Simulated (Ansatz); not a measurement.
Computed with Ansatz on PBE0-D4/def2-TZVP structures; ΔE is electronic, products minus reactants. CCSD(T)/CBS is the MP2 limit (def2-TZVPP, def2-QZVPP) plus CCSD(T) − MP2 in def2-TZVPP, frozen cores. Functionals use def2-TZVPP. B3LYP here is the variant with VWN-RPA as its local correlation; programs differ in this. Each species was taken in one conformer, which may not be the lowest.

Consider the formal exchange of groups at the Si–N bond: `CN([SiH2]O)[SiH2]F` + `[CH3][AlH][CH3]` → `[CH3][AlH][CH2][SiH2]F` + `CN[SiH2]O`.

`CN([SiH2]O)[SiH2]F`:

Cartesian coordinates in Å:
```
C 1.360 -0.552 0.607
N 0.253 0.020 -0.168
Si -1.139 -0.980 -0.382
O -1.894 -1.371 1.026
Si 0.356 1.657 -0.641
F 0.066 2.657 0.580
H 1.505 -1.605 0.349
H 1.182 -0.490 1.684
H 2.295 -0.028 0.387
H -0.717 -2.293 -0.920
H -2.041 -0.241 -1.299
H -2.304 -0.662 1.524
H 1.742 1.952 -1.073
H -0.663 1.935 -1.675
```

`[CH3][AlH][CH3]`:

Z-matrix (Å, degrees):
```
C
Al 1 1.954
H 1 1.092 2 113.4
H 1 1.095 2 111.1 3 121.8
H 1 1.096 2 110.4 3 -120.9
C 2 1.954 1 121.2 3 -176.1
H 2 1.595 1 120.2 3 4.5
H 6 1.096 2 110.5 1 -117.3
H 6 1.093 2 113.4 1 3.7
H 6 1.095 2 111.0 1 125.4
```

`[CH3][AlH][CH2][SiH2]F`:

Cartesian coordinates in Å:
```
C 1.950 -0.824 -0.976
Al 0.022 -1.023 -0.774
C -1.097 0.509 -0.287
Si -1.077 0.990 1.487
F -2.003 2.272 1.767
H 2.293 -1.211 -1.942
H 2.288 0.211 -0.886
H 2.473 -1.410 -0.211
H -0.678 -2.432 -1.002
H -2.131 0.298 -0.582
H -0.739 1.370 -0.866
H -1.596 -0.104 2.348
H 0.296 1.353 1.925
```

`CN[SiH2]O`:

Z-matrix (Å, degrees):
```
C
N 1 1.446
H 1 1.097 2 113.4
H 1 1.093 2 109.4 3 -120.0
H 1 1.094 2 111.4 3 121.9
Si 2 1.705 1 125.5 3 97.3
H 2 1.008 1 113.7 3 -65.2
O 6 1.652 2 118.0 1 -83.0
H 6 1.489 2 105.4 1 38.4
H 6 1.479 2 107.7 1 160.6
H 8 0.958 6 117.8 2 73.7
```

```
             level  ΔE (kJ/mol)  difference from CCSD(T)/CBS
            PBE-D4         49.4                         -7.1
           PBE0-D4         50.5                         -6.0
          B3LYP-D4         57.6                          1.1
           ωB97X-V         54.6                         -1.9
            r2SCAN         52.5                         -4.0
             B3LYP         51.9                         -4.6
     HF/def2-TZVPP         56.5                          0.0
    MP2/def2-TZVPP         58.9                          2.4
   CCSD/def2-TZVPP         56.9                          0.4
CCSD(T)/def2-TZVPP         57.4                          0.9
     HF/def2-QZVPP         57.1                          0.6
    MP2/def2-QZVPP         58.6                          2.1
SCS-MP2/def2-QZVPP         58.7                          2.2
      HF/CBS(def2)         57.2                          0.7
     MP2/CBS(def2)         58.0                          1.5
    CCSD/CBS(def2)         56.0                         -0.5
       CCSD(T)/CBS         56.5                            0
```

Largest T1 diagnostic among the species: 0.012.

The D4 term adds +5.7 kJ/mol with B3LYP and +3.1 kJ/mol with PBE0; it sums over pairs of atoms, weighted by their polarisabilities, and B3LYP, whose exchange is more repulsive, gets the larger term.
